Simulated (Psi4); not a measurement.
CH4N, charge -1, singlet, geometry from GFN2-xTB (a gas-phase anion, which may not be bound at this level). Base run: CCSD(T)/def2-SVP (Psi4).

Psi4 was given this input:
```
memory 2 GB

molecule mol {
-1 1
C     0.039183    0.577260    0.022562
N     0.013865   -0.793202    0.083992
H    -0.986859    1.162401    0.022185
H    -0.494435   -1.143624   -0.752617
H     0.575840    0.977669    0.903524
H     0.573301    1.092402   -0.896404
}

set {
  basis def2-svp
  reference rhf
}

energy('ccsd(t)')
print_variables()
```

The base run was repeated with changes; each row names its change, and settings that it needs were set with it.

| change | ΔE vs base (mEh) | MP2 correlation (Eh) | basis functions |
|---|---|---|---|
| base | 0.000 | -0.33538 | 48 |
| method = dlpno-mp2 | 36.175 | -0.33516 | 48 |
| cc_type = df | -0.080 | -0.33522 | 48 |
| method = mp2 | 36.113 | -0.33522 | 48 |
| method = lccd | (withheld) | -0.33538 | 48 |
| method = fno-ccsd(t) | 0.000 | -0.33538 | 48 |
| puream = off | -13.967 | -0.34459 | 50 |
| method = cepa(1) | (withheld) | -0.33538 | 48 |
| method = mp4 | 0.587 | -0.33538 | 48 |
| method = mp3 | (withheld) | -0.33522 | 48 |

### Question
What belongs in the gaps?

### Answer

- method = lccd, ΔE vs base (mEh): 3.917
- method = cepa(1), ΔE vs base (mEh): 7.553
- method = mp3, ΔE vs base (mEh): 15.688

A gas-phase anion may not be bound at this level; its values then depend on the basis.
